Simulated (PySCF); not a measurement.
C3H6GeO, SMILES O=C1[CH2][GeH2][CH2]1. Coordinates come from a PBE-D3(BJ)/def2-SVP optimisation. The structure was generated by enumeration, and PubChem lists no compound with its InChIKey, so it may never have been made.

Computed equilibrium geometry at PBE-D3(BJ)/def2-SVP (PySCF confirms it by a frequency run) as bond lengths and angles, and its point group:
point group Cs.
Atoms: O1 C2 C3 Ge4 C5 H6 H7 H8 H9 H10 H11. Bonds (Å): O1–C2 1.214, C2–C3 1.539, C2–C5 1.539, C3–Ge4 2.003, C3–H6 1.105, C3–H7 1.111, Ge4–C5 2.003, Ge4–H8 1.547, Ge4–H9 1.546, C5–H10 1.111, C5–H11 1.105. Angles (°): O1–C2–C3 127.2, O1–C2–C5 127.2, C3–C2–C5 104.6, C2–C3–Ge4 86.5, C2–C3–H6 115.0, C2–C3–H7 111.1, Ge4–C3–H6 124.9, Ge4–C3–H7 107.6, H6–C3–H7 109.7, C3–Ge4–C5 74.8, C3–Ge4–H8 117.2, C3–Ge4–H9 115.0, C5–Ge4–H8 117.2, C5–Ge4–H9 115.0, H8–Ge4–H9 112.8, C2–C5–Ge4 86.5, C2–C5–H10 111.1, C2–C5–H11 115.0, Ge4–C5–H10 107.6, Ge4–C5–H11 124.9, H10–C5–H11 109.7.
